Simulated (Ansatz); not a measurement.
A run on FGeH₃OS (`[OH][GeH]([F])[SH]`) with other settings.

```yaml
crystal:
  periodic: [false, false, false]
  atoms:
    - {symbol: O, position_ang: [-1.289487, 0.664279, 0.580561]}
    - {symbol: Ge, position_ang: [0.291797, -0.092554, 0.465439]}
    - {symbol: F, position_ang: [0.234985, -1.626831, 1.267323]}
    - {symbol: S, position_ang: [0.804296, -0.654462, -1.602451]}
    - {symbol: H, position_ang: [-1.959686, 0.207446, 0.064569]}
    - {symbol: H, position_ang: [1.265555, 0.816801, 1.208946]}
    - {symbol: H, position_ang: [0.713941, 0.617321, -2.030089]}
basis:
  gaussian: {orbitals: cc-pVTZ-DK, fitting: {mean_field: def2-universal-jkfit}}
hamiltonian: {xc: {name: LC-wPBE}}
output: {forces: true}
```

```sh
$ ansatz run in.yaml --threads 2 --pin off --events-out ev --progress --plain --max-ram 4352MiB
```

Output, abridged:

```
Functional definition: LC-wPBE
602 factors; integrals over basis functions are off by at most 1.1e0 eV
602 factors; integrals over basis functions are off by at most 4.0e-5 eV
mean field evaluation 1: about -72780.4357 eV, gradient 6.2e1 eV
mean field evaluation 2: about -72778.4839 eV, gradient 7.5e1 eV
mean field evaluation 4: about -72786.2355 eV, gradient 1.4e0 eV
mean field evaluation 8: about -72786.2439 eV, gradient 5.6e-2 eV
mean field evaluation 16: about -72786.2439 eV, gradient 5.7e-5 eV
mean field -72786.24389287 eV, -2674.8451267748 hartree, gradient 5.7e-5 eV, S^2 0.000000; 0 other end points of the search recorded, 0 dependent functions left out
reference -72786.24389287 eV, -2674.8451267750 hartree; 34, 34 occupied and 145, 145 virtual orbitals, 602 factors
Total energy: -72786.24389287 eV, -2674.8451267750 hartree
Relativity: scalar
Atom 0 at    -1.289487     0.664279     0.580561 Å, force     0.293605    -0.214005    -0.083893 eV/Å
Atom 1 at     0.291797    -0.092554     0.465439 Å, force    -0.005683     0.110954    -0.015302 eV/Å
Atom 2 at     0.234985    -1.626831     1.267323 Å, force    -0.006303     0.177505    -0.086681 eV/Å
Atom 3 at     0.804296    -0.654462    -1.602451 Å, force    -0.110295     0.225820     0.321697 eV/Å
Atom 4 at    -1.959686     0.207446     0.064569 Å, force     0.035723     0.030066     0.034260 eV/Å
Atom 5 at     1.265555     0.816801     1.208946 Å, force    -0.219461    -0.223154    -0.190638 eV/Å
Atom 6 at     0.713941     0.617321    -2.030089 Å, force     0.012414    -0.107186     0.020557 eV/Å
Dipole moment:    -0.007035     0.341849    -0.267888 e Å
```

It took 5 s on 2 threads of an Arm Neoverse V1 on a shared host, with 0.39 GiB of host memory at the peak.
